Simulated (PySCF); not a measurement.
silole (C4H6Si), singlet, geometry from GFN2-xTB; B3LYP5/6-31G* (PySCF).

PySCF was given this input:
```python
from pyscf import gto, scf, dft

mol = gto.M(
    atom='''
C    -1.20638586    0.78574789   -0.41109095
C     0.02710569    1.29088450   -0.29376265
Si    1.21355663   -0.07286224    0.24738050
C    -0.23813991   -1.27821395    0.25074385
C    -1.35277056   -0.63209551   -0.11058672
H    -2.07420278    1.35899959   -0.70866783
H     0.24603893    2.32689193   -0.49207049
H     1.78955600    0.14895981    1.57457124
H     2.23200545   -0.39041535   -0.75478595
H    -0.23451069   -2.32758409    0.49442049
H    -2.32753594   -1.09471811   -0.18861565
''',
    basis='6-31g*',
    verbose=4,
)

mf = dft.RKS(mol)
mf.xc = 'b3lyp5'
mf.kernel()
```

What does PySCF print? Leave out banner, timings and long lists.


```
PySCF version 2.14.0

[INPUT] verbose = 4
[INPUT] num. atoms = 11
[INPUT] num. electrons = 44
[INPUT] charge = 0
[INPUT] spin (= nelec alpha-beta = 2S) = 0
[INPUT] symmetry False subgroup None
[INPUT] Mole.unit = angstrom
[INPUT] Symbol           X                Y                Z      unit          X                Y                Z       unit  Magmom
[INPUT]  1 C     -1.206385860000   0.785747890000  -0.411090950000 AA   -2.279738875948   1.484848315055  -0.776849307787 Bohr   0.0
[INPUT]  2 C      0.027105690000   1.290884500000  -0.293762650000 AA    0.051222330517   2.439418163446  -0.555130954126 Bohr   0.0
[INPUT]  3 Si     1.213556630000  -0.072862240000   0.247380500000 AA    2.293289667350  -0.137689678422   0.467481393558 Bohr   0.0
[INPUT]  4 C     -0.238139910000  -1.278213950000   0.250743850000 AA   -0.450019209229  -2.415474294098   0.473837203919 Bohr   0.0
[INPUT]  5 C     -1.352770560000  -0.632095510000  -0.110586720000 AA   -2.556365867775  -1.194487398467  -0.208978613814 Bohr   0.0
[INPUT]  6 H     -2.074202780000   1.358999590000  -0.708667830000 AA   -3.919675181011   2.568137028496  -1.339188111990 Bohr   0.0
[INPUT]  7 H      0.246038930000   2.326891930000  -0.492070490000 AA    0.464946193681   4.397188469161  -0.929878460081 Bohr   0.0
[INPUT]  8 H      1.789556000000   0.148959810000   1.574571240000 AA    3.381770724572   0.281493244467   2.975508407217 Bohr   0.0
[INPUT]  9 H      2.232005450000  -0.390415350000  -0.754785950000 AA    4.217879009037  -0.737778086326  -1.426338728170 Bohr   0.0
[INPUT] 10 H     -0.234510690000  -2.327584090000   0.494420490000 AA   -0.443160977383  -4.398496461995   0.934319316473 Bohr   0.0
[INPUT] 11 H     -2.327535940000  -1.094718110000  -0.188615650000 AA   -4.398405471682  -2.068717411501  -0.356431921307 Bohr   0.0

nuclear repulsion = 201.467697664343
number of shells = 44
number of NR pGTOs = 183
number of NR cGTOs = 86
basis = 6-31g*
ecp = {}

******** <class 'pyscf.dft.rks.RKS'> ********
method = RKS
initial guess = minao
damping factor = 0
level_shift factor = 0
DIIS = <class 'pyscf.scf.diis.CDIIS'>
diis_start_cycle = 1
diis_space = 8
diis_damp = 0
SCF conv_tol = 1e-09
SCF conv_tol_grad = None
SCF max_cycles = 50
direct_scf = True
direct_scf_tol = 1e-13
XC library pyscf.dft.libxc version 7.1.2
    S. Lehtola, C. Steigemann, M. J. T. Oliveira, and M. A. L. Marques,  SoftwareX 7, 1–5 (2018)
XC functionals = b3lyp5
    P. A. M. Dirac,  Math. Proc. Cambridge Philos. Soc. 26, 376 (1930)
    F. Bloch,  Z. Phys. 57, 545 (1929)
    A. D. Becke,  Phys. Rev. A 38, 3098 (1988)
    C. Lee, W. Yang, and R. G. Parr,  Phys. Rev. B 37, 785 (1988)
    B. Miehlich, A. Savin, H. Stoll, and H. Preuss,  Chem. Phys. Lett. 157, 200 (1989)
    S. H. Vosko, L. Wilk, and M. Nusair,  Can. J. Phys. 58, 1200 (1980)
radial grids:
    Treutler-Ahlrichs [JCP 102, 346 (1995); DOI:10.1063/1.469408] (M4) radial grids

becke partition: Becke, JCP 88, 2547 (1988); DOI:10.1063/1.454033
pruning grids: <function nwchem_prune>
grids dens level: 3
symmetrized grids: False
atomic radii adjust function: <function treutler_atomic_radii_adjust>
small_rho_cutoff = 0
Set gradient conv threshold to 3.16228e-05
Initial guess from minao.
tot grids = 134504
init E= -445.854489325236
  HOMO = -0.279980883491155  LUMO = -0.13314241287535  gap/eV = 3.99568
cycle= 1 E= -445.258456898013  delta_E= 0.596  |g|= 0.441  |ddm|= 3.17
  HOMO = -0.139748196415391  LUMO = 0.0148296222426945  gap/eV = 4.20628
cycle= 2 E= -445.231218177184  delta_E= 0.0272  |g|= 0.535  |ddm|= 1.05
  HOMO = -0.222726427959606  LUMO = -0.0444802174558414  gap/eV = 4.85033
cycle= 3 E= -445.313161271831  delta_E= -0.0819  |g|= 0.0395  |ddm|= 0.634
  HOMO = -0.221880811789735  LUMO = -0.0442021951304428  gap/eV = 4.83488
cycle= 4 E= -445.313196122424  delta_E= -3.49e-05  |g|= 0.0381  |ddm|= 0.066
  HOMO = -0.220879662655143  LUMO = -0.0430491920595446  gap/eV = 4.83901
cycle= 5 E= -445.313587003547  delta_E= -0.000391  |g|= 0.00533  |ddm|= 0.0411
  HOMO = -0.221107693488361  LUMO = -0.0433004256711618  gap/eV = 4.83838
cycle= 6 E= -445.313595551032  delta_E= -8.55e-06  |g|= 0.00051  |ddm|= 0.00737
  HOMO = -0.221086844277132  LUMO = -0.0432521380308435  gap/eV = 4.83913
cycle= 7 E= -445.313595642415  delta_E= -9.14e-08  |g|= 0.000102  |ddm|= 0.000972
  HOMO = -0.221085654641679  LUMO = -0.0432510546252214  gap/eV = 4.83913
cycle= 8 E= -445.313595646244  delta_E= -3.83e-09  |g|= 9.78e-06  |ddm|= 0.000195
  HOMO = -0.221084569930022  LUMO = -0.0432501964696965  gap/eV = 4.83912
cycle= 9 E= -445.313595646289  delta_E= -4.47e-11  |g|= 1.27e-06  |ddm|= 2.2e-05
  HOMO = -0.221084618920517  LUMO = -0.0432501249063924  gap/eV = 4.83912
Extra cycle  E= -445.313595646288  delta_E= 7.96e-13  |g|= 1.73e-06  |ddm|= 4.3e-06
converged SCF energy = -445.313595646288
```
